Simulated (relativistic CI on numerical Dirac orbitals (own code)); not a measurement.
# Electric-dipole lines of Zr²⁵⁺

These numbers are calculated, not measured: Dirac-Coulomb-Breit CI, separate exchange-only KLI orbitals for each configuration, QED by a radiative potential, unscaled Slater integrals (own radial code, finite nucleus).

Configuration list (outside the closed core [Ne]): 3s2 3p3, 3s 3p4, 3s2 3p2 3d, 3p5, 3s 3p3 3d, 3p4 3d, 3s 3p2 3d2, 3s2 3p 3d 4p, 3p4 4s, 3s2 3p2 4s, 3s 3p2 3d 4s, 3p4 4p, 3s2 3p2 4p, 3s2 3p2 4d, 3s 3p3 4s, 3p3 3d 4p, 3s2 3p2 4f, 3s 3p3 4p, 3s 3p3 4d, 3s 3p3 4f, 3s2 3p2 5s, 3s2 3p2 5p, 3s2 3p 4s 4p, 3s2 3p2 5d, 3s2 3p2 5f, 3s2 3p2 5g, 3s 3p2 4s2, 3s 3p3 5s, 3s2 3p 3d2, 3s2 3d3, 3s 3p 3d3, 3s2 3d2 4s, 3s2 3d2 4p, 3s2 3d2 4d, 3p3 3d2, 3p2 3d3, 3p2 3d2 4s, 3p2 3d2 4p, 3p2 3d2 4d, 3s2 3p 3d 4s, 3s 3p 3d2 4s, 3s2 3d 4s2, 3s2 3d 4s 4p, 3s2 3d 4s 4d, 3s 3p2 3d 4p, 3s 3p 3d2 4p, 3s 3p 3d 4s 4p, 3s 3p 3d 4p2, 3s 3p 3d 4p 4d, 3p3 3d 4s, 3p2 3d 4s2, 3p2 3d 4s 4p, 3p2 3d 4s 4d, 3s2 3p 4s2, 3s 3p 3d 4s2, 3s2 4s2 4p, 3s2 4s2 4d, 3s2 3p 4p2, 3s2 3d 4p2, 3s2 4s 4p2, 3s2 4p3, 3s2 4p2 4d, 3s 3p2 4s 4p, 3s 3p 4s2 4p, 3s 3p 4s 4p2, 3s 3p 4s 4p 4d. Double excitations out of closed p, d and f shells are left out; levels of such configurations are missing from the list, as are those of other unlisted configurations, and high levels can miss mixing partners. These lack a partner that the ground configuration has and come out too high: 3s2 3p2 4f, 3s 3p3 4d, 3s 3p3 4f, 3s2 3p2 5s, 3s2 3p2 5p.

| λ vac (nm) | Lower | Upper | A (s⁻¹) | log gf | S velocity/length |
| --- | --- | --- | --- | --- | --- |
| 8.6667 | 3s 3p4 4P_5/2 [6] | 3s 3p3 3d 4D°_7/2 [84] | 9.45e+10 | -0.07 | 1.03 |
| 8.9349 | 3s2 3p3 4S°_3/2 [1] | 3s2 3p2 3d 4P_1/2 [27] | 2.11e+11 | -0.30 | 0.97 |
| 8.9685 | 3s2 3p3 4S°_3/2 [1] | 3s2 3p2 3d 4P_3/2 [26] | 9.33e+10 | -0.35 | 0.98 |
| 8.9766 | 3s2 3p3 2D°_3/2 [2] | 3s2 3p2 3d 2D_5/2 [35] | 9.44e+10 | -0.16 | 1.03 |
| 8.9848 | 3s2 3p3 2D°_5/2 [3] | 3s2 3p2 3d 2F_7/2 [37] | 2.33e+11 | 0.35 | 1.03 |
| 8.9969 | 3s2 3p3 2D°_3/2 [2] | 3s2 3p2 3d 2D_3/2 [34] | 1.54e+11 | -0.13 | 0.99 |
| 8.9993 | 3s 3p4 2D_5/2 [10] | 3s 3p3 3d 2F°_7/2 [110] | 1.49e+11 | 0.16 | 1.04 |
| 9.1435 | 3s2 3p3 4S°_3/2 [1] | 3s2 3p2 3d 4P_5/2 [25] | 1.61e+11 | 0.08 | 1.00 |
| 9.1741 | 3s 3p4 4P_5/2 [6] | 3s 3p3 3d 4D°_7/2 [71] | 8.53e+10 | -0.07 | 1.01 |
| 9.1772 | 3s2 3p3 2P°_1/2 [4] | 3s2 3p2 3d 2P_3/2 [38] | 1.27e+11 | -0.19 | 0.99 |
| 9.1979 | 3s2 3p3 4S°_3/2 [1] | 3s 3p4 2P_3/2 [24] | 1.29e+11 | -0.18 | 0.99 |
| 9.3114 | 3s2 3p3 2D°_5/2 [3] | 3s2 3p2 3d 2D_5/2 [35] | 1.24e+11 | -0.01 | 0.99 |
| 9.3393 | 3s2 3p2 3d 4F_9/2 [20] | 3s2 3p 3d2 4F°_9/2 [128] | 1.81e+11 | 0.37 | 0.98 |
| 9.3568 | 3s 3p4 4P_5/2 [6] | 3s 3p3 3d 4P°_5/2 [68] | 1.15e+11 | -0.04 | 0.99 |
| 9.5036 | 3s2 3p3 2D°_3/2 [2] | 3s2 3p2 3d 2D_5/2 [31] | 9.84e+10 | -0.10 | 1.01 |
| 9.5676 | 3s2 3p2 3d 4P_5/2 [25] | 3s2 3p 3d2 4D°_7/2 [137] | 1.64e+11 | 0.26 | 0.98 |
| 9.6624 | 3s2 3p3 2P°_3/2 [5] | 3s2 3p2 3d 2D_5/2 [41] | 1.97e+11 | 0.22 | 1.02 |
| 10.097 | 3s2 3p2 3d 2F_7/2 [37] | 3s2 3p 3d2 2G°_9/2 [155] | 2.38e+11 | 0.56 | 1.00 |
| 10.102 | 3s2 3p2 3d 2G_9/2 [30] | 3s2 3p 3d2 2G°_9/2 [139] | 1.40e+11 | 0.33 | 1.00 |
| 10.599 | 3s2 3p2 3d 2D_5/2 [41] | 3s2 3p 3d2 2F°_7/2 [163] | 2.32e+11 | 0.50 | 0.99 |

Terms are leading LS components. Brackets give the number of a level in order of energy, since labels repeat. The list gives strong lines, with weight on those to low levels, among the lowest 400 of 7833 levels, so that lines to higher ones, which can be the strongest, are missing. Levels whose partners in the same complex of configurations lie outside the list can be far off, and so can their lines. Rates are taken at the computed energies, electric ones in the length gauge. A velocity-to-length ratio far from 1 marks an uncertain rate.

At this charge energies of transitions that change n are usually good to better than 1 %, and those within a shell (Δn = 0) to a few per cent.

LS names give the leading component of a level, which can be under half, so a name can repeat, a term be missing and a line seem to break the LS rules.
